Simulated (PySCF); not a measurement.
Sr²⁴⁺: ionisation energy

Sr²⁴⁺ [Ne] 3s2 3p2 [3p1/2^2, M_J = 0] → Sr²⁵⁺ [Ne] 3s2 3p1 [3p1/2^1, M_J = 1/2], as a difference of total energies. Calculation: PySCF 2.14, in an uncontracted even-tempered set (19 s from 3.2 bohr⁻², ratio 2.4; 13 p from 4.2 bohr⁻², ratio 2.4; 5 d from 16 bohr⁻², ratio 2.6; 4 f from 24 bohr⁻², ratio 2.6); the two-component X2C-1e Hamiltonian. Correlated levels: 1s2 frozen; the 50 highest virtual spinors dropped. "Screened" scales the spin-orbit matrix elements by Boettger's factors to mimic the two-electron term; Breit and QED terms are absent.

Q: Order these methods by the ionisation energy they give, lowest first.
A. GMP2 (spin-free)
B. GHF (spin-free)
C. GHF (screened spin-orbit)
D. GMP2 (screened spin-orbit)

A: B (1156.5 eV), A (1157.1 eV), C (1160.9 eV), D (1162.7 eV).

Breit and QED terms and the two-electron picture change are absent.

The spin-free rows relax to the high-spin LS determinant and lack the spin-orbit shift.

The labels give the starting determinants; with spin-orbit coupling the two ends relaxed to ⟨J²⟩ = 0.00, ⟨L²⟩ = 1.33, ⟨S²⟩ = 1.33 and ⟨J²⟩ = 0.75, ⟨L²⟩ = 2.01, ⟨S²⟩ = 0.75.

For comparison: 1165 ± 3 eV (semi-empirical (NIST evaluation); NIST Atomic Spectra Database, ionization energies).
